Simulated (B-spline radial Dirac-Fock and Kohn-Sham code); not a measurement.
Method: relaxed Dirac-Fock hole states (ΔSCF) with Breit and QED corrections and a finite nucleus. Computed with an atomic code on a B-spline grid. Free neutral atoms up to Cf, the lines Kα1, Kβ1, Lα1, Lβ1, Lβ2, Lγ1, Lℓ and Mα1 where both subshells are closed (so no Lα of most 3d metals and no Mα of most lanthanides); Na, Y were not searched.

**Question.** Ga Lβ1 is computed at 1126.8 eV. Which of the searched lines of other elements lie within 47 eV and could overlap it in an energy-dispersive spectrum?

**Answer.** As Lℓ at 1115.4 eV (-11).
